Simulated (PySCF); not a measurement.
# Trend along group 12: MCs molecules

PBE0 with double-zeta basis sets in PySCF, for the lowest determinant that a PBE0 search found; no spin–orbit coupling. De refers to high-spin ground-configuration atoms. A positive dipole means M(−)Cs(+).

```tsv
M	basis	state (unpaired electrons)	Re (Å)	ωe (cm⁻¹)	De (eV)	μ (D)
Zn	def2-SVP	doublet (σ ↑)	4.263	30.5	0.07	-0.19
Hg	def2-SVP	doublet (σ ↑)	4.476	18.2	0.05	0.26
```

(1) The row for M = Cd is missing. Estimate Re, ωe and De as the mean of the rows for Zn and Hg, and compare with the calculation.

Weak bonds: CsCd, CsHg, CsZn. Basis-set superposition, not corrected here, can be much of De in a small basis, most of all at correlated wavefunction levels. Functionals without a dispersion term scatter widely for such bonds, and LDA overbinds them. Spin–orbit coupling is left out. States were picked by a PBE0 search and need not be the measured ground states.

Results:

(1) The means are 4.370 Å, 24.4 cm⁻¹ and 0.06 eV. PBE0 in def2-SVP gives CsCd as a doublet (σ ↑) with Re = 4.400 Å, ωe = 26.7 cm⁻¹, De = 0.07 eV, so the estimate is off by -3.0 pm, -9 % and -0.01 eV.
